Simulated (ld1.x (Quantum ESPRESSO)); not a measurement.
**An all-electron radial function and its pseudo partner (silicon (Si))**

Columns: radius, all-electron u(r) and pseudo u(r) of the 3s shell (level -10.88 eV) of silicon in the configuration [Ne] 3s2 3p2; LDA (PZ), scalar-relativistic, PAW scheme, ld1.x (Quantum ESPRESSO) 7.5.

| r (bohr) | all-electron | pseudo |
| --- | --- | --- |
| 0.113 | 0.0958 | 0.0049 |
| 0.225 | -0.1884 | 0.0150 |
| 0.338 | -0.3339 | 0.0351 |
| 0.450 | -0.3230 | 0.0682 |
| 0.563 | -0.2162 | 0.1165 |
| 0.675 | -0.0667 | 0.1787 |
| 0.788 | 0.0944 | 0.2537 |
| 0.900 | 0.2453 | 0.3362 |
| 1.013 | 0.3790 | 0.4226 |
| 1.125 | 0.4892 | 0.5057 |
| 1.238 | 0.5774 | 0.5813 |
| 1.350 | 0.6432 | 0.6435 |
| 1.463 | 0.6900 | 0.6900 |
| 1.575 | 0.7193 | 0.7193 |
| 1.688 | 0.7343 | 0.7343 |
| 1.800 | 0.7372 | 0.7372 |
| 1.913 | 0.7302 | 0.7302 |
| 2.025 | 0.7154 | 0.7154 |
| 2.138 | 0.6946 | 0.6946 |
| 2.250 | 0.6695 | 0.6695 |
| 2.363 | 0.6409 | 0.6409 |
| 2.475 | 0.6104 | 0.6104 |
| 2.588 | 0.5784 | 0.5784 |
| 2.700 | 0.5461 | 0.5461 |
| 2.813 | 0.5134 | 0.5134 |
| 2.925 | 0.4815 | 0.4815 |

Question: How many radial nodes do the two functions have?

Answer: The all-electron 3s function has n − l − 1 = 2; the pseudo-wave has 0, since the states of the same l below it are removed with the core.

Question: At about which radius was the pseudo-wave matched?

Answer: 1.45 bohr, where the columns begin to agree (steps of 0.11 bohr).

Question: Is the pseudo-wave norm-conserving?

Answer: No, it belongs to a PAW set: the norm inside the radius is not constrained, and the difference is carried by the augmentation charge.
